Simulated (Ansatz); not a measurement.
Ideal-gas functions of C₃H₄AlF, SMILES `FC[C]1=[CH][AlH]1` at 500 K and 1 bar, from an Ansatz frequency run at PBE0-D4/def2-TZVP.

Molar mass 86.04 g/mol, point group Cs (symmetry number 1), electronic degeneracy 1, moments of inertia 50.048, 217.717, 264.576 u Å². Harmonic wavenumbers (cm⁻¹, unscaled): 67, 164, 301, 462, 476, 499, 592, 766, 825, 1016, 1017, 1090, 1167, 1258, 1368, 1464, 1527, 1997, 3031, 3076, 3126.

Use S(trans) = R[1.5 ln M + 2.5 ln T − 1.1517]; rotational temperatures θ = 24.2544 K / I; S(rot) = R[ln(√π/σ · √(T³/θAθBθC)) + 1.5]; for each mode x = 1.438777 ν̃/T, S = R[x/(eˣ − 1) − ln(1 − e⁻ˣ)] and H = RT x/(eˣ − 1); 1 cm⁻¹ = 0.0119627 kJ/mol; R = 8.31446 J/(mol·K).

**Question.** By hand: the entropy, in J/(mol·K).

**Answer.** Translation 175.2. Rotation: θ = 0.4846, 0.1114, 0.0917 K, giving 116.8. Vibration, mode by mode: 22.01, 14.63, 9.76, 6.53, 6.32, 5.99, 4.82, 3.25, 2.84, 1.84, 1.84, 1.55, 1.30, 1.05, 0.82, 0.65, 0.56, 0.18, 0.01, 0.01, 0.01, in all 86.0. Electronic 0.0. Sum 378.0 J/(mol·K).

**Question.** By hand: H − E and G − E in kJ/mol, counted from the electronic energy.

**Answer.** Zero-point energy ½ × 25289 × 0.0119627 = 151.3; thermal vibration 23.0; translation, rotation and pV give 4 RT = 16.6. H − E = 190.9 kJ/mol, and G − E = 190.9 − 500 × 378.0/1000 = 1.9 kJ/mol.

Vibration gives 23 % of the entropy, 22.0 J/(mol·K) of it from the mode under 150 cm⁻¹: soft modes count most, and the harmonic formula is weakest for them. The sum counts one conformer and one mirror image; others add a mixing term.
